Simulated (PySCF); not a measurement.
# Telling isomers of C$_{6}$H$_{5}$F$_{3}$ apart by NMR

Non-relativistic Hamiltonian, in vacuum, one conformer, one averaged value for each set of equivalent atoms. Shielding tensors at PBE0/pcSseg-1 (GIAO); coordinates at the GFN2-xTB level; PySCF.

Referencing at the same level of theory: ¹H, ¹³C vs TMS. Splittings of carbon signals by F and P are missing where no couplings were computed. Where no couplings were computed, multiplicities follow the n + 1 count of equivalent neighbours, and m marks all less simple cases (inequivalent or close neighbours, rings, F or P nearby). Shifts are as computed. Against solution values, carbons near 30 ppm lie about +3 ppm off and those near 130 ppm about +5 ppm. Of 1211 compounds with measured shifts, 218 miss one by over three times the rms of a fit or turn the order of signals round; such compounds aren't used in these exercises.

(1) Tabulate the signals of `C=C/C=C\C(F)=C(F)F`, `FC(F)(F)C#CC1CC1` and their relative energies.

(2) What is the quickest way to tell C=C/C=C\C(F)=C(F)F from FC(F)(F)C#CC1CC1?

Answers

(1) 
```json
{"SMILES": "C=C/C=C\\C(F)=C(F)F", "carbon types": "2×C 3×CH 1×CH2", "δC": "169.0, 142.1, 141.1, 138.2, 130.6, 118.2", "δH": "7.53 (m, 1H), 6.33 (m, 1H), 5.89 (m, 1H), 5.68 (m, 1H), 5.67 (m, 1H)", "E rel. (kcal/mol)": "0.0"}
{"SMILES": "FC(F)(F)C#CC1CC1", "carbon types": "3×C 1×CH 2×CH2", "δC": "123.8, 101.4, 68.6, 12.1, 1.0", "δH": "1.39 (m, 1H), 0.95 (m, 2H), 0.86 (m, 2H)", "E rel. (kcal/mol)": "3.7"}
```

Energies are electronic energies at PBE0/pcSseg-1 on these geometries, without zero-point or thermal terms, each for the one conformer computed, which needn't be the lowest.

(2) Count the carbon signals: 6 against 5. The first has an alkene CH at 142.1 ppm, the second an alkyne carbon (C) at 68.6 ppm. Their most deshielded carbons lie at 169.0 and 123.8 ppm. In the proton spectra the most deshielded non-exchanging signals are 7.53 (m, 1H) and 1.39 (m, 1H).
